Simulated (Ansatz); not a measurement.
Basis-set extrapolation for CH₅NOSi, SMILES `CO[Si]N` (PBE0-D4/def2-TZVP geometry, frozen core, the Gaussian-basis code of Ansatz). Multiplicity 1, RHF reference.

```json
{"": "HF", "def2-TZVPP": "-459.148129", "def2-QZVPP": "-459.165908"}
{"": "MP2 correlation", "def2-TZVPP": "-0.727760", "def2-QZVPP": "-0.781606"}
{"": "CCSD(T) correlation", "def2-TZVPP": "-0.789006", "def2-QZVPP": "not run"}
```

Energies in hartree. Use E(X) = E(∞) + A·exp(−7.88·√X) for Hartree–Fock and E(X) = E(∞) + B·X^(−2.97) for correlation, with X = 3 and 4, and add CCSD(T) minus MP2 of the smaller set to the MP2 limit.

**Question.** What is the CCSD(T) energy at the basis-set limit?

**Answer.** HF limit: -459.165908 + (-0.017779) × 0.13774 = -459.16836. MP2 limit: -0.781606 + (-0.053846) × 0.74074 = -0.82149. Higher-order term: -0.789006 − (-0.727760) = -0.06125. Total: -460.05110 hartree, 299.2 kJ/mol below CCSD(T)/def2-TZVPP.
